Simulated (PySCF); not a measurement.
CH6MoN2O, SMILES [O]=[Mo]([NH2])(=[NH])[CH3], multiplicity 1.

The structure is a stationary point at PBE0-D3(BJ)/def2-SVP. The spin state was assumed, not searched. The structure was generated by enumeration; whether it is a known compound was not checked. The def2 effective core potentials stand for the cores of Mo; spin–orbit coupling is left out. Other conformers were not sampled.

The numbers are results of PySCF 2.14.0 with PBE0-D3(BJ)/def2-SVP, not measurements.

Frequencies are harmonic and unscaled.

| mode | ν (cm⁻¹) | IR (km/mol) | moving atoms (share of kinetic energy) |
|---|---|---|---|
| 1 | 168 | 0.5 | H 96 % |
| 2 | 180 | 4.3 | N 33 %, H 31 %, C 25 %, Mo 9 % |
| 3 | 205 | 3.5 | H 27 %, C 25 %, N 19 %, O 17 %, Mo 12 % |
| 4 | 218 | 1.1 | O 45 %, H 17 %, Mo 16 %, N 15 % |
| 5 | 230 | 1.9 | N 56 %, H 25 %, O 9 % |
| 6 | 286 | 12.9 | O 42 %, N 32 %, H 18 % |
| 7 | 413 | 6.1 | H 94 % |
| 8 | 512 | 76.2 | H 73 %, N 22 % |
| 9 | 540 | 52.3 | H 48 %, C 38 %, N 8 % |
| 10 | 564 | 120.0 | H 57 %, C 22 %, N 14 % |
| 11 | 637 | 45.2 | H 78 %, N 10 %, C 10 % |
| 12 | 648 | 15.3 | H 76 %, N 13 %, C 9 % |
| 13 | 664 | 31.9 | H 72 %, N 21 % |
| 14 | 702 | 19.8 | H 61 %, N 23 %, C 11 % |
| 15 | 759 | 128.7 | N 45 %, H 37 %, Mo 14 % |
| 16 | 1004 | 149.4 | N 69 %, Mo 18 % |
| 17 | 1048 | 135.8 | O 78 %, Mo 13 % |
| 18 | 1192 | 1.3 | H 79 %, C 21 % |
| 19 | 1404 | 8.9 | H 95 % |
| 20 | 1408 | 7.4 | H 95 % |
| 21 | 1510 | 35.2 | H 89 %, N 11 % |
| 22 | 3047 | 0.8 | H 97 % |
| 23 | 3160 | 2.7 | H 91 %, C 9 % |
| 24 | 3171 | 1.7 | H 91 %, C 9 % |
| 25 | 3574 | 114.7 | H 96 % |
| 26 | 3611 | 131.7 | H 93 % |
| 27 | 3679 | 51.8 | H 91 %, N 9 % |
